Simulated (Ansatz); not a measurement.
Input file for Ansatz (an electronic-structure program): R-CCSD(T)/aug-cc-pVTZ on CH4O (a complex).

Ansatz 0.2 input:
```yaml
crystal:
  periodic: [false, false, false]
  atoms:
    - {symbol: C, position_ang: [-0.35073975, -0.50688680, 0.04175197]}
    - {symbol: O, position_ang: [0.32918566, 0.24201725, -0.60192827]}
    - {symbol: H, position_ang: [-1.40291903, -0.27408985, 0.29596654]}
    - {symbol: H, position_ang: [0.03506060, -1.47353629, 0.41948259]}
    - {symbol: H, position_ang: [0.13517481, 0.37666491, 2.95771758]}
    - {symbol: H, position_ang: [-0.30582882, -0.11931507, 3.29485002]}
basis:
  gaussian:
    orbitals: aug-cc-pVTZ
magnetization: {spin_polarized: false}
correlation: {method: ccsd_t, electrons: outside_noble_gas}
scf: {lower_state_search: off}
```

Output:

```
WARN ansatz: RAYON_NUM_THREADS=2 ignored (pool sized by the plan → 2); use --threads N
Functional definition: HF
these checks for a lower state are left out or cut short: stability, starts, cluster_reference, orbital_swaps, neighbouring_geometries, increment
integrals: 0.64 GiB planned
1041 factors; integrals over basis functions are off by at most 1.1e-3 eV
mean field: 0.42 GiB planned
mean field evaluation 1: about -3128.4706 eV, gradient 3.2e1 eV
mean field evaluation 2: about -3128.4707 eV, gradient 3.2e1 eV
mean field evaluation 4: about -3130.5632 eV, gradient 2.5e0 eV
mean field evaluation 8: about -3130.5923 eV, gradient 1.1e-3 eV
mean field -3130.59233247 eV, -115.0471462265 hartree, gradient 8.6e-7 eV, S^2 0.000000; 0 other end points of the search recorded, 0 dependent functions left out
2 core orbitals not correlated
reference -3130.59233247 eV, -115.0471462265 hartree; 7, 7 occupied and 175, 175 virtual orbitals, 1041 factors
second order -11.82670221 eV of doubles, -0.00000000 eV of singles
coupled cluster: 1.84 GiB planned
cycle   1  -11.83557693 eV  change   -8.9e-3 eV  update   8.6e-2
cycle   2  -12.19189414 eV  change   -3.6e-1 eV  update   2.8e-2
cycle   3  -12.29562305 eV  change   -1.0e-1 eV  update   1.5e-2
cycle   4  -12.28432942 eV  change    1.1e-2 eV  update   3.5e-3
cycle   5  -12.28480055 eV  change   -4.7e-4 eV  update   1.6e-3
cycle   6  -12.28564427 eV  change   -8.4e-4 eV  update   5.1e-4
cycle   7  -12.28544397 eV  change    2.0e-4 eV  update   1.9e-4
cycle   8  -12.28539248 eV  change    5.1e-5 eV  update   5.8e-5
cycle   9  -12.28541143 eV  change   -1.9e-5 eV  update   2.2e-5
cycle  10  -12.28541117 eV  change    2.6e-7 eV  update   6.4e-6
perturbative correction -0.47394970 eV, -0.0174173303 hartree
Total energy: -3143.35169334 eV, -115.5160440898 hartree
Checks for a lower state left out: stability, starts, cluster_reference, orbital_swaps, neighbouring_geometries, increment
```

Self-consistency was reached.

Cost: about 50 core-seconds (a rough figure).
